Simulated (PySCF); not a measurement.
CHOS, SMILES S=C=[OH+], charge +1.

Coordinates come from a B3LYP-D3(BJ)/def2-TZVP optimisation. The isomer is the one that the SMILES or the coordinates give; other isomers of the formula were not compared.

The numbers are results of TDA-LC-ωPBE/def2-SVPD run with PySCF, not measurements.

Vertical excitations. Gas-phase values at a fixed geometry. State labels are in the subgroup Cs.

```tsv
state	symmetry	energy (eV)	λ (nm)	f	main pairs
S1	A"	4.84	256	0.000	HOMO→LUMO 96 %
S2	A'	5.66	219	0.000	HOMO−1→LUMO 50 %, HOMO→LUMO+1 49 %
S3	A"	6.04	205	0.000	HOMO−1→LUMO+1 96 %
S4	A"	9.21	135	0.010	HOMO→LUMO+2 86 %
S5	A'	9.72	128	0.023	HOMO−1→LUMO+2 84 %
S6	A'	10.13	122	0.561	HOMO−2→LUMO 46 %, HOMO→LUMO+1 19 %, HOMO−1→LUMO 17 %
S7	A"	10.18	122	0.000	HOMO−3→LUMO 95 %
S8	A'	10.23	121	0.705	HOMO−2→LUMO 41 %, HOMO−1→LUMO 20 %, HOMO→LUMO+1 19 %
S9	A"	10.62	117	0.002	HOMO−2→LUMO+1 42 %, HOMO→LUMO+3 27 %, HOMO→LUMO+4 18 %
S10	A"	10.93	113	0.039	HOMO−2→LUMO+1 44 %, HOMO→LUMO+3 23 %, HOMO→LUMO+4 9 %
T1	A'	4.11	302	0	HOMO−1→LUMO 80 %, HOMO→LUMO+1 17 %
T2	A"	4.29	289	0	HOMO→LUMO 92 %
T3	A'	4.67	266	0	HOMO→LUMO+1 81 %, HOMO−1→LUMO 17 %
T4	A"	5.55	223	0	HOMO−1→LUMO+1 92 %
```
Triplets are in the Tamm–Dancoff approximation.
